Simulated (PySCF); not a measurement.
A series of substituents X on one scaffold: SiH2Cl-X. Isolated molecules, 0 K electronic values unless said otherwise. One relaxed conformer stands for each flexible species; it need not be the lowest. Strings in code marks are SMILES.

Level of theory: B3LYP-D3(BJ)/def2-TZVP // PBE0-D4/def2-TZVP in PySCF. All candidates: neutral, multiplicity 1. B3LYP has the VWN-RPA correlation part, as in Gaussian. Excitations are Tamm–Dancoff values on a coarser integration grid. The basis has no diffuse functions, so Rydberg states are missing or too high.

The S1 excitation (TDA) comes out as 3.94 eV, the HOMO is -7.37 eV and the HOMO–LUMO gap is 4.86 eV.

Say which member has these values.
(A) `[AlH2][SiH2]Cl`
(B) `O=C[SiH2]Cl` (O–C–Si–Cl torsion 180°)
(C) `N[SiH2]Cl`
(D) `Cl[SiH2]I`

A, `[AlH2][SiH2]Cl`. The others give `N[SiH2]Cl`: 6.77 eV, -7.78 eV, 7.89 eV; `O=C[SiH2]Cl` (O–C–Si–Cl torsion 180°): 3.24 eV, -7.21 eV, 4.94 eV; `Cl[SiH2]I`: 5.51 eV, -7.69 eV, 6.58 eV
